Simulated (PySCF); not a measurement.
# What moves σ(O)?

GIAO PBE0/pcSseg-1 on GFN2-xTB geometries (PySCF 2.14.0 with density-fitted response routines, gas phase, non-relativistic):

```tsv
SMILES	Hirshfeld charge (e) of O	σ(O) (ppm)
O=C1C[C@@H]2C([SiH3])=C([SiH3])[C@H]12	-0.238	-335.2
O=C1C=C(/C([SiH3])=C\[SiH3])C1	-0.247	-269.6
O=C1CC(/C([SiH3])=C/[SiH3])C1	-0.239	-333.7
O=C1C[C@H](/C([SiH3])=C\[SiH3])[SiH2]1	-0.223	-552.7
C/C=C(\[SiH3])C1CC(=O)C1	-0.242	-331.4
```

(1) Fit σ(O) as a line in the Hirshfeld charge of O. How well does it hold?

(2) A further member, `O=C1C[SiH](/C([SiH3])=C/[SiH3])C1`, has x = -0.243. What does the line predict, and what does the calculation give?

## Answers

(1) σ = -3193.6 − 11896.8 x, with x in e; correlation -0.98, rms deviation 18.1 ppm, largest 26.9 ppm at `O=C1C[C@@H]2C([SiH3])=C([SiH3])[C@H]12`. A charge says how many electrons sit at the atom, not how easily they circulate, so such a line holds only within like compounds.

(2) The line gives -302.7 ppm; the calculation -327.8 ppm, a difference of -25.1 ppm, within the usual scatter of the fit.
